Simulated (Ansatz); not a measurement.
The same path of H4O3SiSn (9 atoms, charge 0, multiplicity 1) was run twice with different band settings. The coordinate that changes most is the dihedral H8–Sn4–O5–H9.

The calculation used RKS PBE0/def2-SVP in Ansatz.

Relaxed end points:

```xyz
9
Properties=species:S:1:pos:R:3
O -0.022 1.107 2.074
Si 0.945 0.638 0.833
O 1.063 -0.903 0.400
Sn 0.017 -0.136 -1.406
O -1.700 -1.147 -1.485
H -0.757 0.526 2.301
H 2.087 1.579 0.872
H 0.838 -0.944 -2.682
H -2.382 -0.764 -0.923
```

```xyz
9
Properties=species:S:1:pos:R:3
O -0.002 1.246 2.027
Si 0.996 0.706 0.845
O 1.054 -0.836 0.419
Sn -0.035 -0.046 -1.364
O -1.879 -0.740 -1.037
H -0.819 0.749 2.155
H 2.175 1.596 0.884
H 0.592 -1.071 -2.611
H -1.993 -1.651 -1.335
```

Common settings: movable images 5; climbing image yes; spring 5.0 eV/Å²; optimiser quadratic models (default); start path IDPP; force threshold 0.05 eV/Å; end points relaxed.

| run | iteration limit |
| --- | --- |
| 1 | 60 |
| 2 | 10 |

Question: What does each run give, and how far can it be trusted?

Answer: Run 1: converged after 9 iterations, highest image 0.067 eV above the first end. A vibrational analysis at the climbing image gives one clearly imaginary mode, 217i cm⁻¹: a first-order saddle point.
Run 2: converged after 9 iterations, highest image 0.067 eV above the first end. Another band between the same ends (5 images) ends at a top of the same energy, where a vibrational analysis finds 1 clearly imaginary mode.
